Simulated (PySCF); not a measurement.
FGeH₅OSi, SMILES F[SiH2][O][GeH3].

Geometry: PBE0-D3(BJ)/def2-SVP. The structure was generated by enumeration, and PubChem lists no compound with its InChIKey, so it may never have been made. Other conformers were not sampled.

Two levels are set side by side: PBE/def2-TZVP (PySCF) and CAM-B3LYP/def2-TZVP (PySCF). Same geometry, gas phase. Differences are taken from unrounded values.

| quantity | CAM-B3LYP |
|---|---|
| orbital gap (eV) | 11.07 |
| highest occupied level (eV) | -10.20 |
| lowest empty level (eV) | 0.87 |
| dipole moment (D) | 1.75 |
| mean polarisability (bohr³) | 55.4 |

Problem. What does PBE give, and how far is it from CAM-B3LYP? (Estimate from the structure and the level; the computed values follow.)

Solution. 
| quantity | PBE | PBE minus CAM-B3LYP |
|---|---|---|
| orbital gap (eV) | 6.29 | -4.77 |
| highest occupied level (eV) | -7.32 | 2.88 |
| lowest empty level (eV) | -1.02 | -1.89 |
| dipole moment (D) | 1.65 | -0.10 |
| mean polarisability (bohr³) | 58.6 | 3.2 |

Without exact exchange PBE keeps part of each electron's self-repulsion, which lifts occupied levels and narrows the gap. PBE's more diffuse valence density responds more strongly to a field. Differences between two approximate levels are no errors against the true value.

Rough cost on one machine, each run with all the roots and properties that it gave: CAM-B3LYP against PBE within a factor of 2.
